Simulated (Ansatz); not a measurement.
Consider the ligand exchange at the Sn–O bond: `[OH][SnH3]` + `NCF` → `FC[NH][SnH3]` + H₂O.

Gas-phase electronic energies from Ansatz, PBE0-D4/def2-TZVP geometries. CBS: MP2 limit from def2 TZ/QZ plus the TZ coupled-cluster correction, frozen cores. This one scheme is used for every species. Functionals use def2-TZVPP. B3LYP here is the variant with VWN-RPA as its local correlation; programs differ in this. def2 core potentials past Kr. For Sn outer-core shells are correlated without core-valence functions, which leaves a few kJ/mol of doubt a bond. One conformer a species, not always the lowest.

```tsv
level	ΔE (kJ/mol)	difference from CCSD(T)/CBS
PBE-D4	23.1	5.2
B3LYP-D4	24.2	6.3
ωB97X-V	24.8	6.9
ωB97M-V	22.9	5.0
B2PLYP	27.0	9.1
r2SCAN	27.3	9.4
PBE0	25.8	7.9
B3LYP	31.5	13.6
HF/def2-TZVPP	34.0	16.1
CCSD/def2-TZVPP	19.7	1.8
CCSD(T)/def2-TZVPP	17.9	0.0
HF/def2-QZVPP	34.5	16.6
MP2/def2-QZVPP	16.4	-1.5
SCS-MP2/def2-QZVPP	21.0	3.1
HF/CBS(def2)	34.6	16.7
MP2/CBS(def2)	16.2	-1.7
CCSD(T)/CBS	17.9	0
```

Largest T1 diagnostic among the species: 0.014.

In def2-TZVPP, CCSD(T) changes the Hartree–Fock value by −16.1 kJ/mol (the triples alone add −1.7 kJ/mol) and MP2 by −17.8 kJ/mol. The D4 term adds −7.3 kJ/mol with B3LYP and −4.1 kJ/mol with PBE0; it sums over pairs of atoms, weighted by their polarisabilities, and B3LYP, whose exchange is more repulsive, gets the larger term.
